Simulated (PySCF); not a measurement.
Sn(F)2(Cl)(OH), SMILES [OH][Sn]([F])([F])[Cl] (HClF₂OSn), PBE0/def2-SVP optimised geometry.

```
6

O     -1.01     0.90     0.00
Sn    -0.32    -0.92     0.00
F     -0.99    -1.90    -1.51
F     -1.00    -1.88     1.51
Cl     1.98    -0.92     0.00
H     -1.98     0.92     0.03
```

Density from PySCF with PBE0/def2-TZVP, def2 effective core potentials past Kr at that geometry. The core electrons that the potentials of Sn replace are not part of the density.

Minimum of the electron density along straight lines between bonded atoms, close to the bond critical point (lines longer than 1.1 times the sum of covalent radii, or with two minima, are not listed):

| bond | length / Å | ρ at the minimum / e bohr⁻³ | ∇²ρ there / e bohr⁻⁵ | position (fraction from the first atom) |
|---|---|---|---|---|
| O1–Sn2 | 1.949 | 0.129 | 0.49 | 0.49 |
| Sn2–F3 | 1.917 | 0.124 | 0.61 | 0.52 |
| Sn2–F4 | 1.917 | 0.124 | 0.61 | 0.52 |
| Sn2–Cl5 | 2.297 | 0.097 | 0.18 | 0.47 |
| O1–H6 | 0.967 | 0.351 | -2.37 | 0.81 |
